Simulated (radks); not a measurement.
Isoelectronic series with 53 electrons, all held in the configuration [Kr] 4d10 5s2 5p5, which need not be the ground one along the series. All-electron calculation, scalar-relativistic Kohn-Sham, BLYP, spin-polarised, spherical densities, finite nucleus; open shells are filled with parallel spins first (spin-orbit coupling, left out, can overturn this in heavy ions); Fermi nuclear charge, rms radius of each element as measured or else 0.836 A^(1/3) + 0.57 fm. Program: a radial shooting solver on a logarithmic mesh with Libxc functionals. Total energies (hartree) and orbital eigenvalues (Ry):

ion    E (hartree)    5p down      5p up    5s down
I      -7116.83604   -0.48680   -0.52638   -1.24801
Xe+    -7447.26872   -1.21145   -1.25799   -2.10103
Cs2+    -7786.3351   -2.07210   -2.12486   -3.09273
Ba3+    -8134.0590   -3.05195   -3.11044   -4.20604
La4+    -8490.4804   -4.14182   -4.20568   -5.43199
Ce5+    -8855.6390   -5.33591   -5.40490   -6.76516
Pr6+    -9229.5833   -6.63032   -6.70423   -8.20197
Nd7+    -9612.3617   -8.02223   -8.10089   -9.73998
Pm8+   -10004.0230   -9.50956   -9.59286  -11.37746
Sm9+   -10404.6121  -11.09074  -11.17857  -13.11316
Eu10+  -10814.2256  -12.76456  -12.85681  -14.94626
Gd11+  -11232.9023  -14.53005  -14.62666  -16.87614
Tb12+  -11660.7571  -16.38648  -16.48737  -18.90248
Dy13+  -12097.7295  -18.33326  -18.43839  -21.02486
